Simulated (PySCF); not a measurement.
# How methods differ on the excitation energy of Se⁺

Se⁺ [Ar] 3d10 4s2 4p3 (4S) → Se⁺ [Ar] 3d10 4s1 4p3 5s1 (6S), as a difference of total energies. All numbers are calculated (PySCF 2.14, scalar relativity through the core potential, in aug-cc-pVTZ-PP with one added diffuse shell each of s, d, f type with ECP10MDF (7s5p5d3f, 68 functions)). Correlated levels: valence: 3s2 3p6 3d10 frozen. The calculations carry no spin-orbit coupling.

```
           method  excitation energy (cm⁻¹)
              UHF                    145200
              LDA                    167050
              PBE                    164700
             PBE0                    162640
           r2SCAN                    162130
        CAM-B3LYP                    168140
             BP86                    165160
          r2SCANh                    161510
           B2PLYP                    163980
    MP2 (valence)                    155430
SCS-MP2 (valence)                    159260
```

The promoted electron is Rydberg-like, and one or two diffuse shells describe it only roughly, which tends to raise the upper state.
